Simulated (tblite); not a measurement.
P₂, charge +1, doublet, geometry from GFN2-xTB (a state made from the parent by changing its charge; the spin is typed, not shown lowest); GFN1-xTB (tblite).

Input for tblite:
```
$ tblite run mol.xyz --method gfn1 --charge 1 --spin 1 --spin-polarized --json tblite.json --no-restart

# file mol.xyz
2

P     -0.00000000    -0.00000000    -0.98493774
P      0.00000000     0.00000000     0.98493774
```

**Question.** Predict the main parts of the log of this tblite run.

**Answer.** 
```
xTB calculator
 | screened Coulomb repulsion
 | Coulomb electrostatics
 |  * isotropic Klopman-Ohno-Mataga-Nishimoto electrostatics
 |  * onsite third-order electrostatics
 | DFT-D3(BJ) dispersion correction
 | Interactions (1)
 | [1] spin polarization

halogen bonding energy    0.0000000000000E+00 Eh
repulsion energy          2.9301834755082E-02 Eh
dispersion energy        -5.2695482678052E-04 Eh
interaction energy        0.0000000000000E+00 Eh
number of electrons       9.0000000000000E+00 e
integral cutoff           2.3778036236194E+01 bohr

------------------------------------------------------------
  cycle        total energy    energy error   density error
------------------------------------------------------------
      1     -4.562973164024  -4.5917480E+00   2.1521739E-01
      2     -4.562989697426  -1.6533402E-05   1.2896608E-01
      3     -4.562998514592  -8.8171661E-06   1.4543128E-03
      4     -4.562998517663  -3.0710741E-09   5.8058816E-04
      5     -4.562998518245  -5.8241234E-10   5.9308803E-06
------------------------------------------------------------

electronic energy        -4.5917733981735E+00 Eh
total energy             -4.5629985182452E+00 Eh

Post processing:
 | Mayer-Wiberg bond orders

[Info] JSON dump of results written to 'tblite.json'
```
